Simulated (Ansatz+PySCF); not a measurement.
The numbers below are computed, except where a source is named.
## CO + H2O → CO2 + H2

CO (charge 0, multiplicity 1):
```tsv
atom	x (Å)	y (Å)	z (Å)
C	0.0000	0.0000	-0.6446
O	0.0000	0.0000	0.4835
```

H2O (charge 0, multiplicity 1):
```yaml
atoms:
  - { symbol: O, position_ang: [0.0000, 0.0000, -0.1197] }
  - { symbol: H, position_ang: [0.0000, 0.7542, 0.4787] }
  - { symbol: H, position_ang: [0.0000, -0.7542, 0.4787] }
```

CO2 (charge 0, multiplicity 1):
```yaml
atoms:
  - { symbol: O, position_ang: [0.0000, 0.0000, -1.1593] }
  - { symbol: C, position_ang: [0.0000, 0.0000, 0.0000] }
  - { symbol: O, position_ang: [0.0000, 0.0000, 1.1593] }
```

H2 (charge 0, multiplicity 1):
```xyz
2

H     0.0000    0.0000   -0.3804
H     0.0000    0.0000    0.3804
```

Shapes relaxed with PBE0/def2-SVP. Single points in def2-SVP with Ansatz (development build ahead of 0.2.0), no zero-point energy. Correlated methods freeze no orbital on H to Be, one on B to Mg, five on Al to Zn, nine on Ga to Sr.

```json
{"method": "CCSD(T) (restricted)", "reaction energy": "-51.2 kJ/mol"}
{"method": "HF (restricted)", "reaction energy": "-18.9 kJ/mol"}
{"method": "MP2 (restricted)", "reaction energy": "-70.1 kJ/mol"}
{"method": "PBE (restricted)", "reaction energy": "-117.6 kJ/mol"}
{"method": "PBE0 (restricted)", "reaction energy": "-91.4 kJ/mol"}
{"method": "r2SCAN (restricted)", "reaction energy": "-105.2 kJ/mol"}
{"method": "wB97X (restricted)", "reaction energy": "-75.2 kJ/mol"}
```

**Question.** What does CCSD (restricted) give?

**Answer.** -40.6 kJ/mol.
